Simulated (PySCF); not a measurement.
# Bond length, frequency and bond energy of ZnH⁺ by level of theory

State: ¹Σ⁺ (singlet), closed shell. Set-up: basis Zn pcseg-1, H pcseg-1; no relativity; PySCF 2.14. De refers to Zn⁺ + H in their ground configurations, without counterpoise correction. A positive dipole points towards H; it is taken about the centre of mass and depends on that origin.

```csv
Level,Re (Å),ωe (cm⁻¹),De (eV),μ (D),"CPU s a point (SCF and correlation, without the integrals)"
RHF,1.548,2018,1.22,-2.60,0.018
RHF-MP2,1.527,2027,2.10,n/a,0.029
RHF-SCS-MP2,1.531,2009,2.18,n/a,n/a
RHF-CCSD,1.546,1915,2.27,n/a,n/a
RHF-CCSD(T),1.546,1904,2.32,n/a,0.52
PBE,1.546,1852,2.48,-1.15,0.31
PBEsol,1.539,1873,2.63,-1.11,0.25
revPBE,1.550,1843,2.38,-1.25,0.25
r²SCAN,1.526,1945,2.43,-1.48,0.47
PBE0,1.538,1926,2.31,-1.54,0.53
LC-ωPBE,1.516,2051,2.26,-1.88,0.44
B2PLYP,1.538,1936,2.32,-1.85,0.28
```

(1) Which functional lies closest to RHF-CCSD(T) in De, which farthest, and by how much do they differ from it?

(2) What does second-order correlation do here, going from RHF to RHF-MP2?

(3) What does the triples do here, going from RHF-CCSD to RHF-CCSD(T)?

Correlated steps freeze 5 core orbitals. Correlated levels converge slowly with the basis: in double zeta they bind strong bonds too weakly, by up to about 1 eV, and carry superposition errors of some tenths. For an ion De counts to the pair picked by the measured ionisation energies or electron affinities, which need not be the lowest pair at this level. Where the molecule has an RHF reference, its open-shell atoms are computed with UHF. B2PLYP dipoles, levels and charges come from its SCF part alone.

The whole job (state search and all levels along the bond) took about 0.77 min on 1 thread of Arm Neoverse V2 (shared host), peak memory 0.42 GiB.

Answers

(1) Closest is B2PLYP (-0.8 pm in Re, +1.7 % in ωe, +0.00 eV in De against RHF-CCSD(T) in the same basis), farthest PBEsol (-0.7 pm in Re, -1.6 % in ωe, +0.31 eV in De). CCSD(T) converges more slowly with the basis than the functionals do and binds too weakly in this one, so the order can change at the basis-set limit.

(2) RHF-MP2 less RHF: -2.1 pm in Re, +0.4 % in ωe, +0.88 eV in De. Correlation nearly always deepens the well. The bond shortens, as in weak, metallic or heavy-atom bonds, where dispersion and the correlation of outer-core electrons pull the atoms together.

(3) RHF-CCSD(T) less RHF-CCSD: +0.0 pm in Re, -0.6 % in ωe, +0.05 eV in De. Correlation nearly always deepens the well. The bond length hardly moves.
